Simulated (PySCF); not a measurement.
Dipole response of O²⁺ (oxygen, charge +2)

[He] 2s2 2p2, high-spin 3P determinant. Computed with PySCF 2.14 in aug-cc-pVQZ-DK (6s5p4d3f2g, 80 functions), with the spin-free X2C one-electron Hamiltonian (Gaussian nucleus). Coupled (time-dependent) response in atomic units; α is the mean over directions.

```tsv
method	mean α (bohr³)	α xx, yy, zz	C₆ (like pair)	S(−4)
UHF	1.797	1.914, 1.738, 1.738	2.350	3.627
PBE	1.743	1.860, 1.684, 1.684	2.334	2.796
PBE0	1.741	1.860, 1.682, 1.682	2.319	2.872
PW91	1.747	1.863, 1.689, 1.689	2.334	2.838
BLYP	1.724	1.849, 1.662, 1.662	2.307	2.666
```

S(−4) is the Cauchy moment in α(ω) = α(0) + S(−4) ω² + …

α(iu) at PW91:

```tsv
u (hartree)	α(iu) (bohr³)
0	1.747
0.0500	1.740
0.100	1.719
0.200	1.644
0.300	1.540
0.500	1.310
0.750	1.058
1.00	0.8652
1.50	0.6045
2.00	0.4429
3.00	0.2635
5.00	0.1222
```

A single London oscillator, α(iu) = α/(1 + u²/ω²), gives C₆ = (3/4) ω α². Matching the computed C₆ needs ω = 4 × 2.334 / (3 × 1.747²) = 1.02 hartree.

For an ion, C₆ is the dispersion term alone; charge-induced terms of lower order in 1/R come first.

The components differ because the open shell of this determinant is not spherical; for a pure term their mean is the scalar polarisability.
